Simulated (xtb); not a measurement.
Input file for xtb: GFN1-xTB on H2O (SMILES O).

```
$ xtb mol.xyz --gfn 1 --sp --chrg 0 --uhf 0
3

O     -0.00000000     0.00000000     0.38961139
H      0.00000000     0.76498632    -0.19485569
H      0.00000000    -0.76498632    -0.19485569
```

**Question.** Predict the final total energy.

**Answer.** -5.7687 hartree.
